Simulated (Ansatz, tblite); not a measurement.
Cost and result up the ladder for the cluster Li₂Br₂ (4 atoms). The state is a singlet with charge 0. Geometry: PBE0-D4/def2-TZVP.

```xyz
4

Li    0.694    0.934    0.659
Li   -0.694   -0.934   -0.659
Br    0.091   -1.157    1.542
Br   -0.091    1.157   -1.542
```

Ansatz on 2 threads of Arm Neoverse V1 on a shared host; xTB runs through tblite on one thread. Times are rough, summed over both states, and most runs start from the orbitals of an earlier one. CCSD(T)/def2-TZVPP serves as the yardstick here, not as an exact answer. The other state is a doublet.

The xTB rows come from tblite. B3LYP takes the VWN-RPA correlation. Correlated methods freeze 18 core orbitals; core or outer-core shells of Li, Br are correlated, in sets that lack core-valence functions. The structure comes from a short search, and lower isomers may exist.

Raw xTB energies of ions are shifted by several eV.

```json
{"level": "GFN1-xTB", "functions": "26", "vertical IE (eV)": "14.27", "difference from CCSD(T)/def2-TZVPP (eV)": "4.14"}
{"level": "HF/def2-TZVP", "functions": "124", "vertical IE (eV)": "9.30", "difference from CCSD(T)/def2-TZVPP (eV)": "-0.83"}
{"level": "GFN2-xTB", "functions": "26", "vertical IE (eV)": "13.68", "difference from CCSD(T)/def2-TZVPP (eV)": "3.55"}
{"level": "BHLYP-D4/def2-TZVP", "functions": "124", "vertical IE (eV)": "9.89", "difference from CCSD(T)/def2-TZVPP (eV)": "-0.24"}
{"level": "CCSD(T)/def2-TZVPP", "functions": "134", "vertical IE (eV)": "10.13", "difference from CCSD(T)/def2-TZVPP (eV)": "0.00"}
{"level": "PBE-D4/def2-TZVP", "functions": "124", "vertical IE (eV)": "9.29", "difference from CCSD(T)/def2-TZVPP (eV)": "-0.84"}
{"level": "revPBE-D4/def2-TZVP", "functions": "124", "vertical IE (eV)": "9.22", "difference from CCSD(T)/def2-TZVPP (eV)": "-0.91"}
{"level": "PBE0-D4/def2-TZVP", "functions": "124", "vertical IE (eV)": "9.67", "difference from CCSD(T)/def2-TZVPP (eV)": "-0.46"}
{"level": "r2SCAN-D4/def2-TZVP (with forces)", "functions": "124", "vertical IE (eV)": "9.52", "difference from CCSD(T)/def2-TZVPP (eV)": "-0.61"}
{"level": "ωB97X-V/def2-TZVP", "functions": "124", "vertical IE (eV)": "10.12", "difference from CCSD(T)/def2-TZVPP (eV)": "-0.01"}
{"level": "B3LYP-D4/def2-TZVP (with forces)", "functions": "124", "vertical IE (eV)": "9.61", "difference from CCSD(T)/def2-TZVPP (eV)": "-0.53"}
```

Q: Estimate how long each takes.

A: GFN1-xTB 0.006 s; GFN2-xTB 0.006 s; revPBE-D4/def2-TZVP 4.8 s; HF/def2-TZVP 5 s; PBE-D4/def2-TZVP 5 s; B3LYP-D4/def2-TZVP (with forces) 7.7 s; BHLYP-D4/def2-TZVP 11 s; r2SCAN-D4/def2-TZVP (with forces) 12 s; PBE0-D4/def2-TZVP 13 s; ωB97X-V/def2-TZVP 35 s; CCSD(T)/def2-TZVPP 3 min. On shared hardware such times vary by a factor of up to 3.
